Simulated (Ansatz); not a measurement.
Abstraction of Cl: GeH3Cl + SiHCl2 → GeH3 + SiHCl3

Species: GeH3Cl (chlorogermane) `[Cl][GeH3]`, singlet; SiHCl2 `Cl[SiH]Cl`, doublet; GeH3 `[GeH3]`, doublet; SiHCl3 (trichlorosilane) `Cl[SiH](Cl)Cl`, singlet. A radical takes Cl: the energy is the difference in strength between the Ge–Cl bond broken and the Si–Cl bond made.

Shapes, held fixed at every level: PBE0-D4/def2-TZVP. Programs: Ansatz 0.2.0. The zero-point and thermal change to 298 K, harmonic and unscaled (PBE0-D4/def2-TZVP), is -1.9 kJ/mol.

```json
{"level": "MP2/def2-SVP", "kind": "perturbation theory", "ΔH(298 K) (kJ/mol)": "-60.0", "less CCSD(T)/def2-TZVPP": "-6.5", "CPU time (sum over the molecules)": "–"}
{"level": "PBE-D4/def2-TZVPP", "kind": "GGA", "ΔH(298 K) (kJ/mol)": "-44.9", "less CCSD(T)/def2-TZVPP": "+8.6", "CPU time (sum over the molecules)": "15 s"}
{"level": "r2SCAN-D4/def2-TZVPP", "kind": "meta-GGA", "ΔH(298 K) (kJ/mol)": "-50.2", "less CCSD(T)/def2-TZVPP": "+3.3", "CPU time (sum over the molecules)": "34 s"}
{"level": "wB97X-V/def2-TZVPP", "kind": "range-separated hybrid", "ΔH(298 K) (kJ/mol)": "-51.8", "less CCSD(T)/def2-TZVPP": "+1.7", "CPU time (sum over the molecules)": "52 s"}
{"level": "B2PLYP/def2-TZVPP", "kind": "double hybrid", "ΔH(298 K) (kJ/mol)": "-49.5", "less CCSD(T)/def2-TZVPP": "+4.0", "CPU time (sum over the molecules)": "29 s"}
{"level": "CCSD(T)/def2-SVP", "kind": "coupled cluster or CI", "ΔH(298 K) (kJ/mol)": "-56.4", "less CCSD(T)/def2-TZVPP": "-2.9", "CPU time (sum over the molecules)": "12 s"}
{"level": "CCSD(T)/def2-TZVPP", "kind": "coupled cluster or CI", "ΔH(298 K) (kJ/mol)": "-53.5", "less CCSD(T)/def2-TZVPP": "0.0", "CPU time (sum over the molecules)": "2.1 min"}
```

The highest level, CCSD(T)/def2-TZVPP, gives ΔH(298 K) = -53.5 kJ/mol; the levels span -60.0 to -44.9. The column of differences is taken from that level and isn't an error. No measured value is set beside it here. Open shells run unrestricted. Relativity is left out for Ge. Outer-core shells of Ge are correlated, in sets that cover them unevenly. Times are processor times on shared x86 and Arm servers, and rough.
